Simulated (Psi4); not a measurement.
CH3O2 (SMILES OC=[OH+]), charge +1, singlet, geometry from GFN2-xTB; PBE/def2-SVP (Psi4).

Psi4 was given this input:
```
memory 2 GB

molecule mol {
1 1
O     1.082127    0.322668    0.187016
C    -0.143824    0.387066   -0.029750
O    -0.864503   -0.647487   -0.144970
H     1.493477   -0.570654    0.269673
H    -0.547504    1.405819   -0.112483
H    -1.824019   -0.559007   -0.315060
}

set {
  basis def2-svp
  reference rks
  scf_type pk
  puream true
  d_convergence 1e-8
  dft_radial_points 99
  dft_spherical_points 590
}

energy('pbe')
print_variables()
```

What the program printed (banner, timings and long lists left out):

```
   => Loading Basis Set <=

    Name: DEF2-SVP
    Role: ORBITAL
    Keyword: BASIS

         ---------------------------------------------------------
                                   SCF
               by Justin Turney, Rob Parrish, Andy Simmonett
                          and Daniel G. A. Smith
                              RKS Reference
         ---------------------------------------------------------

  ==> Geometry <==

    Molecular point group: c1
    Full point group: C1

    Geometry (in Angstrom), charge = 1, multiplicity = 1:

       Center              X                  Y                   Z               Mass
    ------------   -----------------  -----------------  -----------------  -----------------
         O            1.063620056631     0.328460854393     0.183688923878    15.994914619570
         C           -0.162330943369     0.392858854393    -0.033077076122    12.000000000000
         O           -0.883009943369    -0.641694145607    -0.148297076122    15.994914619570
         H            1.474970056631    -0.564861145607     0.266345923878     1.007825032230
         H           -0.566010943369     1.411611854393    -0.115810076122     1.007825032230
         H           -1.842525943369    -0.553214145607    -0.318387076122     1.007825032230

  Running in c1 symmetry.

  Rotational constants: A =      2.42197  B =      0.38529  C =      0.33241 [cm^-1]
  Rotational constants: A =  72608.83433  B =  11550.73930  C =   9965.42259 [MHz]
  Nuclear repulsion =   78.503328454038908

  Charge       = 1
  Multiplicity = 1
  Electrons    = 24
  Nalpha       = 12
  Nbeta        = 12

  ==> Algorithm <==

  SCF Algorithm Type is PK.
  DIIS enabled.
  MOM disabled.
  Fractional occupation disabled.
  Guess Type is SAD.
  Energy threshold   = 1.00e-06
  Density threshold  = 1.00e-08
  Integral threshold = 1.00e-12

  ==> Primary Basis <==

  Basis Set: DEF2-SVP
    Blend: DEF2-SVP
    Number of shells: 27
    Number of basis functions: 57
    Number of Cartesian functions: 60
    Spherical Harmonics?: true
    Max angular momentum: 2

  ==> DFT Potential <==

   => LibXC <=

    Version 7.1.2
    S. Lehtola, C. Steigemann, M. J. T. Oliveira, and M. A. L. Marques,  SoftwareX 7, 1–5 (2018) (10.1016/j.softx.2017.11.002)

   => Composite Functional: PBE <=

    PBE GGA Exchange-Correlation Functional

    J.P. Perdew et. al., Phys. Rev. Lett., 77(18), 3865-3868, 1996

    Deriv               =              1
    GGA                 =           TRUE
    Meta                =          FALSE

    Exchange Hybrid     =          FALSE
    MP2 Hybrid          =          FALSE

   => Exchange Functionals <=

    1.0000     XC_GGA_X_PBE

   => Correlation Functionals <=

    1.0000     XC_GGA_C_PBE

   => LibXC Density Thresholds  <==

    XC_GGA_C_PBE:  1.00E-12
    XC_GGA_X_PBE:  1.00E-15

   => Molecular Quadrature <=

    Radial Scheme          =       TREUTLER
    Pruning Scheme         =           NONE
    Nuclear Scheme         =       TREUTLER

    Blocking Scheme        =         OCTREE
    BS radius alpha        =              1
    Pruning alpha          =              1
    Radial Points          =             99
    Spherical Points       =            590
    Total Points           =         334412
    Total Blocks           =           2462
    Max Points             =            256
    Max Functions          =             57
    Weights Tolerance      =       1.00E-15

  ==> Integral Setup <==

  Using in-core PK algorithm.
   Calculation information:
      Number of atoms:                   6
      Number of AO shells:              27
      Number of primitives:             51
      Number of atomic orbitals:        60
      Number of basis functions:        57

      Integral cutoff                 1.00e-12
      Number of threads:                 1

  Performing in-core PK
  Using 2734062 doubles for integral storage.
  We computed 71079 shell quartets total.
  Whereas there are 71631 unique shell quartets.

  ==> DiskJK: Disk-Based J/K Matrices <==

    J tasked:                  Yes
    K tasked:                   No
    wK tasked:                  No
    Schwarz Cutoff:          1E-12

  Minimum eigenvalue in the overlap matrix is 1.3386226924E-02.
  Reciprocal condition number of the overlap matrix is 2.9382052793E-03.
    Using symmetric orthogonalization.

  ==> Pre-Iterations <==

  SCF Guess: Superposition of Atomic Densities via on-the-fly atomic UHF (no occupation information).

   -------------------------
    Irrep   Nso     Nmo
   -------------------------
     A         57      57
   -------------------------
    Total      57      57
   -------------------------

  ==> Iterations <==

                        Total Energy        Delta E     RMS |[F,P]|

   @RKS iter SAD:  -189.87496923964682   -1.89875e+02   0.00000e+00
   @RKS iter   1:  -189.59933898380484    2.75630e-01   9.90916e-03 DIIS/ADIIS
   @RKS iter   2:  -189.39903378915136    2.00305e-01   1.62109e-02 DIIS/ADIIS
   @RKS iter   3:  -189.70955350580863   -3.10520e-01   1.94412e-03 DIIS/ADIIS
   @RKS iter   4:  -189.71508913560197   -5.53563e-03   5.84057e-04 DIIS/ADIIS
   @RKS iter   5:  -189.71532615698285   -2.37021e-04   4.20570e-04 DIIS/ADIIS
   @RKS iter   6:  -189.71555213251304   -2.25976e-04   5.06533e-05 DIIS
   @RKS iter   7:  -189.71555559589211   -3.46338e-06   5.86785e-06 DIIS
   @RKS iter   8:  -189.71555564000445   -4.41123e-08   1.10137e-06 DIIS
   @RKS iter   9:  -189.71555564172920   -1.72474e-09   1.16833e-07 DIIS
   @RKS iter  10:  -189.71555564174957   -2.03784e-11   1.29158e-08 DIIS
   @RKS iter  11:  -189.71555564174989   -3.12639e-13   1.01222e-09 DIIS
  Energy and wave function converged.

  ==> Post-Iterations <==

   Electrons on quadrature grid:
      Ntotal   =   24.0000000519 ; deviation = 5.187e-08

    Orbital Energies [Eh]
    ---------------------

    Doubly Occupied:

[...]
    Virtual:

[...]
    Final Occupation by Irrep:
              A
    DOCC [    12 ]
    NA   [    12 ]
    NB   [    12 ]

  @RKS Final Energy:  -189.71555564174989

   => Energetics <=

    Nuclear Repulsion Energy =             78.5033284540389076
    One-Electron Energy =                -407.4199844146010605
    Two-Electron Energy =                 162.3899208416566466
    DFT Exchange-Correlation Energy =     -23.1888205228443915
    Empirical Dispersion Energy =           0.0000000000000000
    VV10 Nonlocal Energy =                  0.0000000000000000
    Total Energy =                       -189.7155556417498872

Computation Completed

Properties will be evaluated at   0.000000,   0.000000,   0.000000 [a0]

Properties computed using the SCF density matrix

 Multipole Moments:

 ------------------------------------------------------------------------------------
     Multipole            Electronic (a.u.)      Nuclear  (a.u.)        Total (a.u.)
 ------------------------------------------------------------------------------------

 L = 1.  Multiply by 2.5417464519 to convert [e a0] to [Debye]
 Dipole X            :          0.1977793           -0.8743226           -0.6765433
 Dipole Y            :         -0.2916866            0.2736765           -0.0180101
 Dipole Z            :          0.0381732           -0.1571853           -0.1190122
 Magnitude           :                                                    0.6871674

 ------------------------------------------------------------------------------------

  Variable Map:
  ----------------------------------------------------------------------------
[...]
  Array Variable Map:
  ----------------------------------------------------------------------------
[...]
[...]
```
